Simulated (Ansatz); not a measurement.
# Relative stability

The two ends of one reaction step of SiN₂H₉Cl, closed shell (PBE0-D4/def2-TZVP).

A:

```csv
atom,x (Å),y (Å),z (Å)
Si1,-1.6758,-0.2731,1.0467
H2,1.1159,-2.4587,-1.4388
H3,-2.0700,-0.5546,-0.3518
H4,-2.2437,-1.2471,2.0050
Cl5,-2.5896,1.5406,1.5024
H6,2.2443,1.5903,-1.0818
N7,0.0131,-0.2856,1.1536
H8,0.8956,-2.0741,-0.8359
N9,1.3026,1.2272,-1.1650
H10,0.5539,0.2361,0.4612
H11,0.4609,-0.3014,2.0559
H12,1.2934,0.5932,-1.9550
H13,0.6992,2.0074,-1.3964
```

B:

Si1  (-1.567, -0.581, 0.320)
H2  (-0.946, -1.187, -0.882)
H3  (-1.814, -1.443, 1.497)
H4  (-1.381, 0.874, 0.538)
Cl5  (-3.584, -0.496, -0.421)
H6  (1.072, -0.053, 0.388)
N7  (0.526, -0.633, 1.039)
H8  (1.713, 0.649, -2.000)
N9  (1.537, 1.168, -1.147)
H10  (0.909, -1.571, 1.044)
H11  (0.622, -0.254, 1.974)
H12  (2.258, 1.874, -1.072)
H13  (0.655, 1.653, -1.278)
(Å)

Ansatz 0.2.0; basis: def2-TZVPP; cores frozen in the correlated methods. B3LYP uses VWN-RPA correlation.

**Question.** Which structure is lower at CCSD(T), and by how much? (An estimate is asked for; the value comes from the calculation.)

**Answer.** By the calculation: A, by 3.67 kcal/mol (electronic energy, against the other). By their contacts, A is a complex of SiNH₄Cl ([NH2][SiH2][Cl]) + NH₃ + H₂ and B is a complex of SiNH₆Cl ([NH3][SiH3][Cl]) + NH₃.

**Question.** Do the other methods give the same order? (Judge from chemistry; the calculation decides.)

**Answer.** By the calculation: Not all: SPW92 gives the other order.

| method | E(B) − E(A) (kcal/mol) |
| --- | --- |
| SPW92 | -1.87 |
| PBE-D4 | 2.17 |
| BLYP-D4 | 5.33 |
| r2SCAN-D4 | 3.54 |
| B97M-V | 3.58 |
| PBE0-D4 | 1.86 |
| B3LYP-D4 | 4.70 |
| r2SCAN0-D4 | 2.99 |
| BHLYP-D4 | 4.33 |
| CAM-B3LYP-D4 | 4.26 |
| wB97X-V | 3.28 |
| wB97M-V | 3.38 |
| B2PLYP | 4.81 |
| PBE-QIDH | 2.56 |
| RPA on PBE | 3.61 |
| HF | 6.83 |
| MP2 | 4.76 |
| CCSD | 3.74 |
| CCSD(T) | 3.67 |

No T1 diagnostic of these runs exceeds 0.009.

Labels in which every atom is bracketed show which atoms are joined, not bond orders.

For scale, one of the runs: CCSD(T)/def2-TZVPP, 272 basis functions, launched by `ansatz run in.yaml --threads 8 --pin off --events-out ev --progress --plain --max-ram 19148MiB`. The run took 110 s on 8 CPU threads of an Arm Neoverse V1 (shared host), with 7 GiB of host memory at its peak.
